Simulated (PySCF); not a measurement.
C5H10Si, SMILES C=C[SiH2]/C=C/C.

Coordinates come from a B3LYP-D3(BJ)/def2-SVP optimisation. The structure was generated by enumeration; whether it is a known compound was not checked. Other conformers were not sampled.

Two levels are set side by side: TDA-PBE/def2-SVPD (PySCF) and TDA-B3LYP/def2-SVPD (PySCF). Vertical, same geometry. The lowest singlet is HOMO→LUMO 72 %, HOMO→LUMO+1 22 % with PBE and HOMO→LUMO 74 %, HOMO→LUMO+1 17 % with the other functional; states are paired by order. Differences are taken from unrounded values.

```
quantity                               TDA-B3LYP  TDA-PBE  TDA-PBE minus TDA-B3LYP
-------------------------------------  ---------  -------  -----------------------
lowest singlet excitation (eV)              5.81     5.03                    -0.78
lowest triplet excitation (TDA) (eV)        4.18     4.17                    -0.02
first bright state (f over 0.05) (eV)       5.81     6.04                     0.24
its oscillator strength                     0.06     0.06                     0.00
```

Functionals without exact exchange tend to place singlet excitations lower, as here. Differences between two approximate levels are no errors against the true value.

Rough cost on one machine, each run with all the roots and properties that it gave: TDA-B3LYP against TDA-PBE about 2 times.
